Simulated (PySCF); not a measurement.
Ligands exchanged one at a time, Sn F-H. All species are isolated molecules in the gas phase. Strings in code marks are SMILES.

The vertical ionisation energy (Delta-SCF) from two functionals at the same geometries (PBE0-D3(BJ)/def2-TZVP), both in PySCF: PBE-D3(BJ)/def2-TZVP and M06-2X/def2-TZVP. Delta-SCF ions had no search for a lower state. 

| species | PBE-D3(BJ)/def2-TZVP (eV) | M06-2X/def2-TZVP (eV) |
|---|---|---|
| 1 of 4 F replaced by H | 12.66 | 14.03 |
| 2 of 4 F replaced by H (`[F][SnH2][F]`) | 11.64 | 12.68 |
| 4 of 4 F replaced by H (`[SnH4]`) | 11.20 | 11.60 |

Over these rows, drawn at random from the members with no instability flagged (it was tested for open shells, ions and some series alone), PBE minus M06-2X: mean -0.93 eV, from -1.37 eV to -0.40 eV.
